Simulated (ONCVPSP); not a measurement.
## palladium: variants of one ONCV potential

Base potential:

Pd (Z = 46), optimised norm-conserving Vanderbilt (ONCV), made with ONCVPSP 4.0.1 (PBE, scalar-relativistic). Core [Ar] 3d10, reference 4s2 4p6 4d10. Waves: 4s: rc 1.00 bohr, ncon 3, nbas 7, qcut 5.2 1/bohr, 2 projectors, debl 2 Ha; 4p: rc 1.20 bohr, ncon 3, nbas 7, qcut 7.3 1/bohr, 2 projectors, debl 3.7 Ha; 4d: rc 2.10 bohr, ncon 3, nbas 8, qcut 8 1/bohr, 2 projectors, debl 2.5 Ha. Local part: polynomial inside 0.90 bohr (lpopt 5, dvloc0 0 Ha). Core correction: polynomial model core, fcfact 0.55.

In the s channel the program set the typed energies aside and used -3.136, 0.250 Ha.

All-electron outer shells of the reference configuration (PBE, scalar-relativistic, ld1.x):

```tsv
shell	level (eV)	outermost node (bohr)	outermost maximum (bohr)
4s	-85.33	0.45	0.85
4p	-51.20	0.46	0.91
4d	-4.05	0.45	1.10
```

Cutoffs, loose and tight: the cutoffs (Ha) at which the residual kinetic energy of the hardest occupied pseudo-wave falls to 1 and 0.1 mHa per electron. They do not see the model core or the augmentation charge, which bear on the density cutoff. Test errors are all-electron minus pseudo excitation energies from the reference, over the configurations 4s2 4p6 4d9; 4s2 4p6 4d8; 4s2 4p6 4d7; 4s2 4p6 4d9.5. A dash means not determined; rows that change the core or the reference have their own tests. The largest error is taken over the tests solved by every variant that gives reliable tests at all: 4s2 4p6 4d8; 4s2 4p6 4d9; 4s2 4p6 4d9.5.

| change | outcome | bound ghosts | GHOST(+) flags above zero | largest test error (meV) |
| --- | --- | --- | --- | --- |
| base | generated, projector energies reset by the program | none | s | +15 |
| p: rc 1.5 | generated, projector energies reset by the program | none | s | +15 |
| local potential polynomial inside 0.90 bohr (lpopt 5, dvloc0 9.5 Ha) | generated, projector energies reset by the program | none | s | +14 |
| reference 4s2 4p6 4d9 5s1; wave 4s: rc 1.00 bohr, ncon 3, nbas 7, qcut 5.2 1/bohr, 2 projectors, debl 2 Ha becomes 4s+5s: rc 1.00 bohr, ncon 3, nbas 7, qcut 5.2 1/bohr, 2 projectors | generated | none | s | +0.2 over the solved tests; 2 of 4 tests not solved or not reliable |
| p: nproj 1 | generated, projector energies reset by the program | none | s | +15 |
| core correction polynomial model core, fcfact 0.4 | generated, projector energies reset by the program | none | s | +15 |

**Question.** What comes out with this change to the base: d: ncon 5, nbas 10?

**Answer.** outcome: generated, projector energies reset by the program; bound ghosts: none; GHOST(+) flags above zero: s; largest test error (meV): +6.6.
